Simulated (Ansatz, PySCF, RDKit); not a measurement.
Pair of molecules: C2H4 (SMILES C=C) (first 6 atoms) with C2H6 (SMILES CC); geometry from B3LYP-D3(BJ)/def2-TZVP, rigid monomers moved along the line of their centres of mass till C1···H11 is 2.74 Å.
(charge 0, multiplicity 1):
```xyz
14

C      0.24604     0.63662    -0.02649
C     -0.24826    -0.56694     0.22071
H     -0.38747     1.51424    -0.07165
H      1.30483     0.79461    -0.19279
H      0.38521    -1.44428     0.26874
H     -1.30628    -0.72487     0.39055
C      0.34795     0.65735     3.66388
C     -0.34605    -0.69851     3.58256
H      1.32011     0.57676     4.15472
H     -0.24845     1.37546     4.23058
H      0.51142     1.07141     2.66773
H      0.24880    -1.41302     3.01055
H     -1.31775    -0.61640     3.09184
H     -0.51081    -1.12300     4.57514
```

Interaction energies are E(AB) − E(A) − E(B) at the monomers' geometry in the complex; basis-set methods are counterpoise corrected. Rows marked so take none.

Correlated levels freeze the cores. Rows in 6-31G* carry no dispersion term and start afresh at each structure (6-31G* with six Cartesian d functions).

Programs: Ansatz (Gaussian basis) for Hartree–Fock, density functionals and correlated methods; PySCF for 6-31G* rows; RDKit for the force fields. Each number belongs to the level named beside it.

Question: What is the computed interaction energy (MMFF94)?

Answer: 3 kJ/mol

Ansatz is an electronic-structure program.
